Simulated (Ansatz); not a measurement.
BGeH₅Si, SMILES `[BH]1[SiH2][GeH2]1`, 8 atoms. Charge 0, multiplicity 1. Correlated methods include outer-core shells of Ge, which these sets cover unevenly. Scalar relativity is left out up to krypton. All runs use 2 threads of an Arm Neoverse V1 on a shared host. Correlated methods freeze the cores.

(1) How many basis functions does each run have, and how long does it take in Ansatz? RHF-CCSD(T)/def2-SVP energy; RKS B97M-V/def2-TZVPP energy; RKS ωB97M-V/def2-TZVPP energy and forces; RKS ωB97X-V/def2-TZVPP energy; RKS ωB97M-V/def2-SVP energy; RKS BHLYP-D4/def2-TZVPP energy; direct RPA on PBE orbitals/def2-TZVPP energy; RKS ωB97M-V/def2-QZVPP energy; RHF-MP2/def2-QZVPP energy; RKS PBE0-D4/def2-TZVP relaxation (9 steps); RKS PBE0-D4/def2-SVP energy; RHF-CCSD(T)/def2-TZVPP energy. (Best estimate.)

Answers

(1) The calculation gave: Other jobs shared the machine, so times are rough.

```
                                level                   job  functions  wall time  peak host memory (GiB)
                 RKS PBE0-D4/def2-SVP                energy         89      1.5 s                    0.17
                 RHF-CCSD(T)/def2-SVP                energy         89      3.2 s                    0.27
              RKS BHLYP-D4/def2-TZVPP                energy        191      3.3 s                    0.42
direct RPA on PBE orbitals/def2-TZVPP                energy        191      5.5 s                     0.4
                 RKS ωB97M-V/def2-SVP                energy         89      6.5 s                    0.25
               RKS ωB97X-V/def2-TZVPP                energy        191       10 s                     0.5
                RKS B97M-V/def2-TZVPP                energy        191       11 s                    0.28
               RKS ωB97M-V/def2-TZVPP     energy and forces        191       15 s                    0.57
                   RHF-MP2/def2-QZVPP                energy        366       20 s                     1.6
               RKS ωB97M-V/def2-QZVPP                energy        366       23 s                     1.2
                RKS PBE0-D4/def2-TZVP  relaxation (9 steps)        146       31 s                    0.33
               RHF-CCSD(T)/def2-TZVPP                energy        191       56 s                     1.9
```
